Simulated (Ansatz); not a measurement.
Consider the formal exchange of groups at the In–C bond: `[CH3][InH][CH2]F` + `CSS` → `[CH3][InH][CH3]` + `FCSS`.

Isolated molecules relaxed with PBE0-D4/def2-TZVP in Ansatz; ΔE leaves out vibrations. CCSD(T)/CBS is the MP2 limit (def2-TZVPP, def2-QZVPP) plus CCSD(T) − MP2 in def2-TZVPP, frozen cores. Elements past krypton have def2 core potentials. For In outer-core shells are correlated without core-valence functions, which leaves a few kJ/mol of doubt a bond. One conformer a species, not always the lowest.

```tsv
level	ΔE (kJ/mol)
CCSD/def2-TZVPP	-28.1
CCSD/CBS(def2)	-27.2
```

**Question.** What does CCSD(T)/CBS give? (An estimate is asked.)

**Answer.** Ansatz gave: -28.4 kJ/mol. The listed levels differ from it by 0.3, 1.2 kJ/mol.

Largest T1 diagnostic among the species: 0.012.

In def2-TZVPP, CCSD(T) changes the Hartree–Fock value by −4.5 kJ/mol (the triples alone add −1.1 kJ/mol) and MP2 by −7.3 kJ/mol.
